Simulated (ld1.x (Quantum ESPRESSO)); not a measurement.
## antimony (Sb): one change to a TM potential, before and after

| Property | Result |
| --- | --- |
| Element | Sb (Z = 51) |
| Generator | ld1.x (Quantum ESPRESSO) 7.5 |
| Type | norm-conserving Troullier–Martins (Kleinman–Bylander form) |
| Functional | PBE |
| Relativity | scalar-relativistic |
| Frozen core | [Kr] 4d10 |
| Valence charge | 5 |
| Reference configuration | 5s2 5p3 |
| Partial waves | 5s (bound): rc 1.50 bohr; 5p (bound): rc 2.25 bohr; 5d channel at -0.15 Ry: rc 1.95 bohr |
| Local potential | all-electron potential smoothed inside 1.15 bohr (lloc = -1) |
| Core correction | a·sin(br)/r model core, default radius (core density twice the valence density) |

All-electron outer shells of the reference configuration (PBE, scalar-relativistic, ld1.x):

```csv
shell,level (eV),outermost node (bohr),outermost maximum (bohr)
4p,-101.79,0.39,0.76
4d,-33.51,0.38,0.84
5s,-12.83,0.95,1.90
5p,-4.83,1.04,2.35
```

Change: local potential the p channel.

Cutoffs: the cutoffs (Ry, on a coarse ladder) from which the occupation-weighted sum of valence levels, in a spherical-Bessel basis at the reference potential, stays within 10 and 1 mRy of its value at 400 Ry; they do not see the model core or the augmentation charge, which bear on the density cutoff. Errors are all-electron minus pseudo energies relative to the spin-unpolarised reference configuration.

Problem. How do hardness, ghosts and transferability respond?

Solution. The potential gets harder (40 Ry and 110 Ry → 50 Ry and 110 Ry); the bound ghosts move from p, s to d; of the 7 tests that both files solve, the error grows in 0 and shrinks in 2 by more than 15 % and 0.3 meV (median size 33.7 → 28.8 meV); the range in which the d phases agree widens (upper end -0.0 → 1.0). In the separable form a ghost depends on how the local part lies against the semilocal potential of the channel, so the choice of the local part can create or remove one.

```csv
quantity,base,changed
"cutoff, loose",40 Ry,50 Ry
"cutoff, tight",110 Ry,110 Ry
loose cutoff by channel (10 mRy a level),"s 35 Ry, p 6 Ry","s 35 Ry, p 10 Ry"
bound ghosts,"s, p",d
"error for 5s2 5p2, meV [ΔE 8.32 eV]",-5.8,-4.7
"error for 5s2 5p1, meV [ΔE 24.28 eV]",-37,-31
"error for 5s2 5p0, meV [ΔE 48.70 eV]",-134,-118
"error for 5s1 5p3, meV [ΔE 17.05 eV]",-34,-29
"error for 5s2 5p2.5, meV [ΔE 3.26 eV]",-1.3,-1.1
"error for 5s1 5p0, meV [ΔE 92.99 eV]",-469,-438
"error for 5s2 5p3.3, meV [ΔE -1.16 eV]",+0.1,+0.2
s: phases at 2.46 bohr within 0.05 rad from the reference energy up to (Ry; the scan ends near 5),2.2,1.6
p: phases at 2.46 bohr within 0.05 rad from the reference energy up to (Ry; the scan ends near 5),3.9,3.7
d: phases at 2.46 bohr within 0.05 rad from the reference energy up to (Ry; the scan ends near 5),-0.0,1.0
```

Base: These tests converged, but a pseudo level misses the all-electron one widely, so the file describes the atom poorly there or has found another state: 5s1 5p0: empty 5p by 4.2 eV. A true bound ghost makes a file unfit for plane-wave use even where its test errors are small: the radial tests pick states by their node count and pass the ghost by.
